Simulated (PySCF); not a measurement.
Point-charge models of `[H]/N=C(\C)C(F)(F)F` against its computed dipole.

Coordinates (GFN2-xTB, Å) and charges (e) from the PBE0/pcSseg-1 density (PySCF):

| atom | x | y | z | Mulliken | IAO | Hirshfeld | ESP-fitted |
| --- | --- | --- | --- | --- | --- | --- | --- |
| C1 | 0.962 | -0.844 | 0.117 | -0.1884 | -0.4693 | -0.1228 | -0.4465 |
| C2 | 0.176 | 0.426 | 0.076 | -0.1856 | +0.1444 | +0.0723 | +0.4469 |
| N3 | 0.541 | 1.608 | 0.267 | -0.2935 | -0.4031 | -0.2160 | -0.7387 |
| C4 | -1.299 | 0.217 | -0.253 | +0.8538 | +0.7928 | +0.2553 | +0.5591 |
| F5 | -1.884 | -0.592 | 0.649 | -0.2767 | -0.2869 | -0.0965 | -0.2126 |
| F6 | -2.008 | 1.339 | -0.292 | -0.2438 | -0.2565 | -0.0823 | -0.1876 |
| F7 | -1.445 | -0.387 | -1.447 | -0.2768 | -0.2869 | -0.0967 | -0.2137 |
| H8 | 0.897 | -1.344 | -0.849 | +0.1554 | +0.1746 | +0.0548 | +0.1360 |
| H9 | 2.004 | -0.645 | 0.356 | +0.1307 | +0.1582 | +0.0554 | +0.1286 |
| H10 | 0.536 | -1.513 | 0.864 | +0.1553 | +0.1746 | +0.0548 | +0.1342 |
| H11 | 1.525 | 1.738 | 0.486 | +0.1697 | +0.2581 | +0.1221 | +0.3941 |

Compute μ = Σ q r for each scheme (1 e·Å = 4.803 D) and compare with the dipole of the full density.

The full density gives (3.15, -1.57, 0.51) D, 3.55 D in size; dipole vectors point from the negative to the positive end.

```tsv
scheme	μx	μy	μz	size (D)	share of the full size (%)	angle to the full dipole (°)
Mulliken	3.23	-2.38	0.44	4.04	114	10
IAO	3.64	-1.12	0.65	3.86	109	9
Hirshfeld	1.48	-0.74	0.24	1.67	47	0
ESP-fitted	3.18	-1.56	0.51	3.58	101	0
```

Which set comes closest?

Length of the difference vector: ESP-fitted 0.04 D, IAO 0.68 D, Mulliken 0.81 D, Hirshfeld 1.88 D. Closest: ESP-fitted. ESP charges are fitted to the potential around the molecule, whose slowest-falling term is the dipole's. 

What is left for the Hirshfeld atoms' own dipoles?

The Hirshfeld atoms' densities add up to the full density, so μ = Σ q r + Σ (atomic dipoles). The atomic dipoles sum to (3.15, -1.57, 0.51) − (1.48, -0.74, 0.24) = (1.67, -0.83, 0.27) D, 1.88 D in size.

With the origin at the mean of the coordinates, (0.000, 0.000, -0.002) Å, which are the largest single terms, by size, of the IAO dipole along the direction of the full one?

C4 -4.88, F6 +2.97, C1 -2.80, F7 +1.81, F5 +1.81 D; all 11 atoms together +3.81 D. The single terms depend on the origin, their sum doesn't.

Give the size of the full dipole in other units.

3.55 D = 1.398 au = 0.740 e·Å = 11.85 × 10⁻³⁰ C·m.

Isolated species at its GFN2-xTB geometry, gas phase.

Shape of the structure used: `[H]/[N:3]=[C:2](\[CH3:1])[C:4]([F:5])([F:6])[F:7]`: C1–C2–C4–F5 59°.
